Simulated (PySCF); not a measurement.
PySCF input for Al(F)(Me)(vinyl) (C3H6AlF), SMILES C=[CH][Al]([CH3])[F], PBE/pcSseg-1. The structure is a stationary point at B3LYP-D3(BJ)/def2-SVP. The structure was generated by enumeration; whether it is a known compound was not checked. The values are those of a single conformer.

```python
import numpy as np
from pyscf import gto, scf, dft
from pyscf.prop.nmr import rks as nmr

mol = gto.M(
    atom='''
    Al    0.15045251    0.41502809    0.14976686
    F     1.16288720    1.73512070   -0.03961239
    C    -1.07069556    0.41159860    1.66597263
    H    -1.70229642   -0.49029542    1.70945836
    H    -1.73904224    1.28938468    1.63239198
    H    -0.51346326    0.47795455    2.61653764
    C     0.27883792   -1.00665870   -1.16217634
    C    -0.50160517   -2.09961793   -1.08074400
    H     0.98485384   -0.96540570   -2.00371378
    H    -0.45403454   -2.92205104   -1.80668921
    H    -1.23710773   -2.23297049   -0.27675637
    ''',
    basis='pcSseg-1',
    charge=0,
    spin=0,
    max_memory=1600,
    verbose=3,
)
mf = dft.RKS(mol, xc='pbe')
mf.grids.level = 3
mf.conv_tol = 1e-10
mf.max_cycle = 100
mf.kernel()
n = nmr.NMR(mf)
n.verbose = 2
n.max_cycle_cphf = 60
sigma = n.kernel()
print('atom   isotropic/ppm   span/ppm')
for i, s in enumerate(sigma):
    w = np.linalg.eigvalsh((s + s.T) / 2)
    print(f'{mol.atom_symbol(i):2s}{i + 1:3d} {w.mean():14.3f} {w[2] - w[0]:11.3f}')
```

It prints:

```
converged SCF energy = -459.839222305515
atom   isotropic/ppm   span/ppm
Al  1        359.574     178.242
F   2        284.068     193.987
C   3        197.956       9.385
H   4         31.349      11.891
H   5         31.612      11.607
H   6         31.614      11.594
C   7         32.839     246.410
C   8         25.240     263.144
H   9         24.786       4.951
H  10         24.243       5.885
H  11         24.666       7.360
```

The calculation finished and met its thresholds.
